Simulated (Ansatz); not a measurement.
Molecule: C₃H₈BO, charge -1, multiplicity 1. It need not be the lowest isomer of its formula. Whether it binds its extra electron was not tested at this geometry. 
Geometry from a B3LYP-D3(BJ)/def2-TZVP (Ansatz, a quantum-chemistry and plane-wave program) optimisation:
```xyz
13

B     -0.4963    -0.0327     0.1049
C     -0.8370     1.3667     0.3354
C     -1.5334    -1.2607     0.1948
O      0.8204    -0.5170    -0.2371
C      1.8465     0.4155    -0.3575
H     -0.1431     2.2044     0.2771
H     -1.8519     1.6695     0.5911
H     -2.5425    -0.9243     0.4530
H     -1.2260    -1.9988     0.9489
H     -1.5988    -1.8087    -0.7557
H      1.6362     1.1634    -1.1380
H      2.0116     0.9720     0.5784
H      2.7764    -0.1071    -0.6191
```
Charge -1, spin multiplicity 1.

Parts of the frozen-core correlation energy in cc-pwCVTZ (Ansatz, hartree). Frozen orbitals: 5; correlated occupied orbitals by spin: 15 and 15; virtual: 307 and 307. No spin-orbit coupling. Non-relativistic.

```tsv
term	value
reference (HF)	-217.89601
MP2 opposite-spin	-0.69259
MP2 same-spin	-0.20841
CCSD correlation	-0.94083
(T)	-0.03917
T1 diagnostic	0.012
largest doubles amplitude	0.045
```
